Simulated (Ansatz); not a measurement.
Ansatz (a program for electronic structure) input (HF/3-21G): The .json file is the Basis Set Exchange's 3-21G.

Ansatz 0.2 input:
```yaml
crystal:
  periodic: [false, false, false]
  atoms:
    - {symbol: Cu, position_ang: [-0.00000000, -0.00000000, -0.05880549]}
    - {symbol: H, position_ang: [0.00000000, 0.00000000, 1.70535926]}
basis:
  gaussian:
    orbitals: 3-21G.json
hamiltonian:
  xc: {name: HF}
total_charge: -1
magnetization: {spin_polarized: true, initial_magnetization: 1}
phonons: {temperatures: {t_min: 298.15, t_max: 298.15, t_step: 100}}
```

Which harmonic wavenumbers does it give?

1184 cm⁻¹ (unscaled; negative means imaginary).

The determinant is spin-contaminated: <S^2> is 1.02 against 0.75 for a pure state.
